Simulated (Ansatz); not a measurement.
A search over several starts for the lowest SCF solution of TaO3 at the given spin, in a small basis.

```yaml
crystal:
  periodic: [false, false, false]
  atoms:
    - {symbol: Ta, position_ang: [0.414526, 0.146938, 0.684998]}
    - {symbol: O, position_ang: [-0.732882, -1.133672, -0.237070]}
    - {symbol: O, position_ang: [1.671005, 0.816972, -0.306392]}
    - {symbol: O, position_ang: [-1.352649, 0.169762, -0.141536]}
basis:
  gaussian: {orbitals: def2-SVP}
magnetization: {spin_polarized: true, initial_magnetization: 1}
hamiltonian: {xc: pbe0, dispersion: d4}
output: {orbitals: {seedname: orbitals}}
```

```sh
$ ansatz run in.yaml --threads 4 --pin off --events-out ev --progress --plain --max-ram 3916MiB
```

Shortened log:

```
Functional definition: PBE0
702 factors; integrals over basis functions are off by at most 7.1e-4 eV
mean field evaluation 1: about -7666.1962 eV, gradient 5.6e1 eV
mean field evaluation 2: about -7427.6459 eV, gradient 2.1e2 eV
mean field evaluation 4: about -7678.3501 eV, gradient 1.3e1 eV
mean field evaluation 8: about -7679.2456 eV, gradient 6.6e-1 eV
mean field evaluation 16: about -7679.2488 eV, gradient 5.4e-3 eV
mean field evaluation 32: about -7679.1676 eV, gradient 2.2e0 eV
mean field -7679.24875787 eV, -282.2071866699 hartree, gradient 3.7e-5 eV, S^2 0.762279; 2 other end points of the search recorded, 0 dependent functions left out
reference -7679.24879513 eV, -282.2071880393 hartree; 19, 18 occupied and 55, 56 virtual orbitals, 702 factors
Total energy: -7679.31691994 eV, -282.2096915799 hartree
```

Run time 1.9 s (4 threads of Arm Neoverse V1 on a shared host).

In the def2 sets Ta takes a core potential; there is no spin–orbit coupling. The structure holds one bond between oxygen atoms, so isomers without such links may lie far lower. The structure comes from a short search, and lower isomers may exist.
